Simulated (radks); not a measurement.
Charge is removed step by step from the 2s down level of the caesium ion Cs48+, starting from [He] 2s(up 1, down 1) 2p3. Method: scalar-relativistic Kohn-Sham, r2SCAN, spin-polarised, spherical densities, finite nucleus; open shells are filled with parallel spins first (spin-orbit coupling, left out, can overturn this in heavy ions); meta-GGA in the generalised Kohn-Sham scheme; Fermi nuclear charge, rms radius 4.8041 fm; computed with a radial shooting solver on a logarithmic mesh with Libxc functionals.

removed (e)  E - E(0) (eV)  eigenvalue (eV)
0                    0.000          -9184.3
0.25                2300.9          -9227.0
0.5                 4612.2          -9266.0
0.75                6932.4          -9297.8

The mean slope of the eigenvalue, de/dn, is 151 eV per electron.
